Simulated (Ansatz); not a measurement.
## Ansatz (development build ahead of 0.2.0) run

```yaml
crystal:
  periodic: [false, false, false]
  atoms:
    - { symbol: Fe, position_ang: [0.0, 0.0, 0.0] }
    - { symbol: H, position_ang: [0.0, 0.0, 2.409] }
basis:
  gaussian: { orbitals: pcseg-2 }
magnetization:
  spin_polarized: true
  initial_magnetization: 3
hamiltonian:
  xc: pbe
```

The input is written out in the form of the current development build from the run's settings.

The run gave:

```
Converged                       : yes
Total energy                    : -1263.98563 hartree
Spin squared of the determinant : 4.033
Stability test                  : minimum
```

Caution: the unrestricted determinant is spin contaminated.
